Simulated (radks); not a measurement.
Charge is removed step by step from the 3p down level of Ar, starting from [Ne] 3s2 3p(up 3, down 3). Method: scalar-relativistic Kohn-Sham, BLYP, spin-polarised, spherical densities, point nucleus; computed with a radial shooting solver on a logarithmic mesh with Libxc functionals.

removed (e)  E - E(0) (eV)  eigenvalue (eV)  E minus straight line (eV)
0                    0.000          -10.142                       0.000
0.25                 2.868          -12.825                      -1.047
0.5                  6.420          -15.604                      -1.411
0.75                10.677          -18.471                      -1.069
1                   15.661          -21.419                       0.000

Removing the whole electron costs 15.661 eV by Delta-SCF, against 10.142 eV from minus the eigenvalue at the starting occupation. Slater's transition state (half an electron removed) gives 15.604 eV. Integrating minus the eigenvalue over the occupation (Janak's theorem) gives 15.663 eV. In this scalar-relativistic scheme the density is built from large components alone, so the theorem holds only approximately. The mean slope of the eigenvalue, de/dn, is 11.3 eV per electron. Ionisation energy of Ar in the NIST Atomic Spectra Database: 15.760 eV (measured).
